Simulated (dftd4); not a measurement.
CuF (SMILES [F][Cu]), singlet, geometry from GFN2-xTB (such geometries of metal compounds can be far from the true shape); dftd4 with D4 for wb97x.

dftd4 was given this input:
```
$ dftd4 mol.xyz --func wb97x --charge 0 --json dftd4.json --noedisp

# file mol.xyz
2

Cu    -0.00000000    -0.00000000    -0.40615773
F      0.00000000     0.00000000     1.30873047
```

It wrote (shortened):

```
                    ____  _____ _____     ____  _  _
      -------------|  _ \|  ___|_   _|---|  _ \| || |------------
     |             | | | | |_    | | ___ | | | | || |_           |
     |             | |_| |  _|   | ||___|| |_| |__   _|          |
     |             |____/|_|     |_|     |____/   |_|            |
     |             ===================================           |
     |            E. Caldeweyher, S. Ehlert & S. Grimme          |
     |          Mulliken Center for Theoretical Chemistry        |
     |                    University of Bonn                     |
      -----------------------------------------------------------

Rational (Becke-Johnson) damping: wb97x-D4-ATM
---------------------
  s6         1.0000
  s8         0.5093
  s9         1.0000
  a1         0.0662
  a2         5.4487
 alp        16.0000
--------------------

Dispersion energy:      -1.5562660485445E-03 Eh

[Info] JSON dump of results written to 'dftd4.json'
```
